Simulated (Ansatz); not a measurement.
`[SiH3][SiH]1COC1` + `CC[SeH]` → `CC[Se][SiH3]` + `C1OC[SiH2]1` at 298.15 K and 1 bar (cleavage of the Si–Si bond).

Calculated with Ansatz (gas phase, PBE0-D4/def2-TZVP geometries, no zero-point term in ΔE). CCSD(T)/CBS is the MP2 limit (def2-TZVPP, def2-QZVPP) plus CCSD(T) − MP2 in def2-TZVPP, frozen cores. For Se outer-core shells are correlated without core-valence functions, which leaves a few kJ/mol of doubt a bond. Scalar relativity is left out up to krypton. Each species was taken in one conformer, which may not be the lowest.

```tsv
species	CCSD(T)/CBS energy (Eh)	H − E (kJ/mol)	S (J/(mol·K))
`[SiH3][SiH]1COC1`	-734.18994	264.2	360.5
`CC[SeH]`	-2480.41858	208.1	298.7
`CC[Se][SiH3]`	-2770.72164	261.8	361.1
`C1OC[SiH2]1`	-443.90883	212.3	300.3
```

H − E and S are ideal-gas, rigid-rotor, harmonic terms from PBE0-D4/def2-TZVP, for one conformer and one mirror image of each species. 1 Eh = 2625.50 kJ/mol, R = 8.31446 J/(mol·K).

**Question.** By hand: ΔE, ΔH, ΔS and ΔG.

**Answer.** ΔE = (-2770.72164) + (-443.90883) − (-734.18994) − (-2480.41858) = -0.02195 Eh = -57.6 kJ/mol. Δ(H − E) = 261.8 + 212.3 − 264.2 − 208.1 = 1.8, so ΔH = -55.8 kJ/mol. ΔS = 361.1 + 300.3 − 360.5 − 298.7 = 2.2 J/(mol·K). ΔG = -55.8 − 298.15 × (2.2)/1000 = -56.5 kJ/mol.

**Question.** By hand: the equilibrium constant, and the temperature at which ΔG would vanish if ΔH and ΔS stayed fixed.

**Answer.** log₁₀ K = −ΔG/(RT ln 10) = 9.9. ΔH and −TΔS have one sign here, so there is no such temperature. One of them is within its doubt of zero, so this could turn.

The number of gas molecules stays the same, so ΔS is small and ΔH decides. A doubt of 5 kJ/mol in ΔE shifts log₁₀ K by 0.9 here. Other conformers and mirror images would add mixing entropy, several J/(mol·K) or more a flexible species. Modes under 60 cm⁻¹, often nearly free rotors, make the harmonic entropy too high. These are equilibria of isolated gas molecules and say nothing of rates. Largest T1 diagnostic: 0.013 (customary marks: 0.02 for closed shells, 0.045 for open ones).
